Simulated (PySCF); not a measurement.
## Frontier levels across methods

Species: CH5FO3Si2.
Cartesian coordinates in Å at the PBE0-D3(BJ)/def2-SVP level; atoms count from 1:
```xyz
12
CH5FO3Si2 angstrom
O     -0.021    1.532    0.228
C     -0.249    0.349    0.069
O      0.727   -0.552    0.135
Si     2.292    0.070    0.470
F      3.200   -1.264    0.485
Si    -2.047   -0.240   -0.284
O     -2.893    1.184   -0.262
H      2.752    0.934   -0.637
H      2.324    0.673    1.820
H     -2.476   -1.180    0.787
H     -2.088   -0.916   -1.609
H     -2.304    1.936   -0.103
```

Basis pcSseg-1 throughout (PySCF), one geometry. One conformer (not necessarily the lowest) at the PBE0-D3(BJ)/def2-SVP geometry, without solvent, vibrations or thermal averaging.

Problem. How do the orbital energies, the gap and the dipole change with the method?

Solution. 
```
   method                    kind  HOMO (eV)  LUMO (eV)  gap (eV)  μ (D)  SCF cycles
     BLYP                     GGA      -6.85      -2.06      4.79   0.63          16
     OPBE                     GGA      -6.92      -2.11      4.81   0.66          16
    B97-D                     GGA      -7.00      -2.13      4.87   0.62          16
      LDA                     LDA      -7.21      -2.50      4.71   0.71          16
    B97-2           global hybrid      -8.25      -1.24      7.01   0.56          15
CAM-B3LYP  range-separated hybrid      -9.94       0.06     10.00   0.55          13
  wB97X-D  range-separated hybrid     -10.44       0.69     11.13   0.55          14
```

The HOMO spans 3.59 eV, from BLYP down to wB97X-D, and the gap runs from 4.71 eV (LDA) to 11.13 eV (wB97X-D). The dipole ranges from 0.55 D (CAM-B3LYP) to 0.71 D (LDA). This basis has no diffuse functions.
